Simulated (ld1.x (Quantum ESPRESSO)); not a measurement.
**Cd: one change to a TM potential, before and after**

ld1.x (Quantum ESPRESSO) 7.5 input, shortened:

```
&input
   title='Cd', zed=48., rel=1, dft='REVPBE', iswitch=3,
   config='[Kr] 4d10 5s1 5p0'
 /
 &inputp
   pseudotype=2, tm=.true., lloc=-1, rcloc=1.15,
   nlcc=.true., new_core_ps=.true., rcore=1.35
 /
3
5S  1  0   1.00   0.00  1.95  1.95  0.0
5P  2  1   0.00   0.00  2.35  2.35  0.0
4D  3  2  10.00   0.00  1.40  1.40  0.0
 &test
   configts(1)='4d10 5s1 5p0'
 /
```

Change: wave 4d (bound): rc 1.40 bohr becomes 4d (bound): rc 1.88 bohr.

Cutoffs: the cutoffs (Ry, on a coarse ladder) from which the occupation-weighted sum of valence levels, in a spherical-Bessel basis at the reference potential, stays within 10 and 1 mRy of its value at 400 Ry; they do not see the model core or the augmentation charge, which bear on the density cutoff. Errors are all-electron minus pseudo energies relative to the spin-unpolarised reference configuration.

Q: What does the change do?

A: The potential gets softer (80 Ry and 120 Ry → 60 Ry and 100 Ry); both files keep a bound ghost (p, s); of the 7 tests that both files solve, the error grows in 0 and shrinks in 1 by more than 15 % and 0.3 meV (median size 3.4 → 3.1 meV). A larger radius leaves more room for a smooth pseudo-wave, so fewer plane waves are needed.

| quantity | base | changed |
| --- | --- | --- |
| cutoff, loose | 80 Ry | 60 Ry |
| cutoff, tight | 120 Ry | 100 Ry |
| loose cutoff by channel (10 mRy a level) | s 8 Ry, d 70 Ry | s 8 Ry, d 50 Ry |
| bound ghosts | s, p | s, p |
| error for 4d10 5s2 5p0, meV [ΔE -9.15 eV] | -2.4 | -1.7 |
| error for 4d10 5s0 5p0, meV [ΔE 16.96 eV] | -17 | -16 |
| error for 4d9 5s0 5p0, meV [ΔE 54.88 eV] | -84 | -88 |
| error for 4d8 5s0 5p0, meV [ΔE 108.87 eV] | -451 | -440 |
| error for 4d10 5s0 5p2, meV [ΔE 0.46 eV] | -2.3 | -2.2 |
| error for 4d10 5s0 5p1, meV [ΔE 5.75 eV] | -3.4 | -3.1 |
| error for 4d10 5s1 5p1, meV [ΔE -4.51 eV] | 0.0 | +0.1 |
| s: phases at 2.55 bohr within 0.05 rad from the reference energy up to (Ry; the scan ends near 5) | 1.1 | 1.1 |
| p: phases at 2.55 bohr within 0.05 rad from the reference energy up to (Ry; the scan ends near 5) | 2.5 | 2.5 |
| d: phases at 2.55 bohr within 0.05 rad from the reference energy up to (Ry; the scan ends near 5) | to the end of the scan | to the end of the scan |

Base: These tests converged, but a pseudo level misses the all-electron one widely, so the file describes the atom poorly there or has found another state: 4d9 5s0 5p0: empty 5p by 4.6 eV (a node warning on the way); 4d8 5s0 5p0: empty 5s by 7.4 eV. A true bound ghost makes a file unfit for plane-wave use even where its test errors are small: the radial tests pick states by their node count and pass the ghost by.
